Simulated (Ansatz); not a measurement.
C2H5NOSi, SMILES `C=C1O[SiH]1N`. Charge 0, multiplicity 1.

```xyz
10

C    -0.953   -0.691    1.882
C    -0.515   -0.032    0.827
O    -1.268    0.611   -0.190
Si    0.377    0.735   -0.499
N     1.098   -0.093   -1.773
H    -2.014   -0.796    2.081
H    -0.246   -1.136    2.570
H     0.954    2.089   -0.441
H     0.912   -1.058   -1.987
H     1.654    0.371   -2.470
```

Problem. What are the harmonic wavenumbers in cm⁻¹ at PBE0-D4/def2-TZVP (Ansatz, finite differences of forces, unscaled)? (An estimate is asked.)

Solution. Ansatz gave: 136, 223, 290, 325, 372, 401, 634, 685, 697, 729, 776, 848, 897, 909, 997, 1125, 1410, 1574, 1763, 2291, 3161, 3261, 3625, 3727.

Problem. Is this a minimum?

Solution. Yes, all 24 modes are real.

Problem. Give the ideal-gas thermochemistry at 298.15 K and 1 bar (rigid rotor, harmonic oscillator; point group C1, symmetry number 1).

Solution. Zero-point energy 184.6 kJ/mol; H(298) − E = 203.6 kJ/mol; entropy 322.1 J/(mol·K), of which translation 164.6, rotation 108.5, vibration 49.1; G(298) − E = 107.5 kJ/mol.
